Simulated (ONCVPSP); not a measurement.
## What the settings do to the ONCV potential of Sn (Z = 50)

Base potential:

```json
{"Element": "Sn", "Generator": "ONCVPSP 4.0.1", "Type": "optimised norm-conserving Vanderbilt (ONCV)", "Functional": "PBE", "Relativity": "fully relativistic", "Frozen core": "[Kr] 4d10", "Valence charge": "4", "Reference configuration": "5s1 5p3", "Partial waves": "5s: rc 2.10 bohr, ncon 4, nbas 8, qcut 2.5 1/bohr, 1 projector; 5p: rc 2.70 bohr, ncon 4, nbas 8, qcut 3.6 1/bohr, 3 projectors, debl 0.5 Ha; d scattering state at 0.26 Ha: rc 2.35 bohr, ncon 4, nbas 8, qcut 4.4 1/bohr, 3 projectors, debl 1.6 Ha", "Local potential": "polynomial inside 1.60 bohr (lpopt 4, dvloc0 6 Ha)", "Core correction": "none"}
```

Open shells are filled in proportion to 2j + 1.

Cutoffs, loose and tight: the cutoffs (Ha) at which the residual kinetic energy of the hardest occupied pseudo-wave falls to 1 and 0.1 mHa per electron. They do not see the model core or the augmentation charge, which bear on the density cutoff. Test errors are all-electron minus pseudo excitation energies from the reference, over the configurations 5s2 5p2; 5s2 5p1; 5s2 5p0; 5s1 5p2. A dash means not determined; rows that change the core or the reference have their own tests.

A true bound ghost makes a file unfit for plane-wave use even where its test errors are small: the radial tests pick states by their node count and pass the ghost by.

| change | outcome | cutoff, loose | cutoff, tight | bound ghosts | GHOST(+) flags above zero | largest test error (meV) |
| --- | --- | --- | --- | --- | --- | --- |
| base | generated | 30 Ha | 39 Ha | d5/2, d3/2 | none | +54 |
| p: ncon 3, nbas 7 | generated | 30 Ha | 39 Ha | d5/2, d3/2 | none | +49 |
| scalar-relativistic | generated | 30 Ha | 39 Ha | d | none | +50 |
| all radii scaled by about 1.18 (s 2.48, p 3.18, d 2.76 bohr); local potential polynomial inside 1.88 bohr (lpopt 4, dvloc0 6 Ha) | generated | 15 Ha | 28 Ha | none | d5/2, d3/2 | +42 |
| s: nproj 3 | generated | 30 Ha | 39 Ha | d5/2, d3/2 | s | +47 |
| s: rc 2.36 | generated | 22 Ha | 31 Ha | d5/2, d3/2 | none | +63 |
| s: qcut 1.4 | generated | 35 Ha | 41 Ha | d5/2, d3/2 | none | +65 |

(1) What comes out with this change to the base: s: rc 2.58?

## Answers

(1) outcome: generated; cutoff, loose: 12 Ha; cutoff, tight: 25 Ha; bound ghosts: d5/2, d3/2; GHOST(+) flags above zero: none; largest test error (meV): +62.
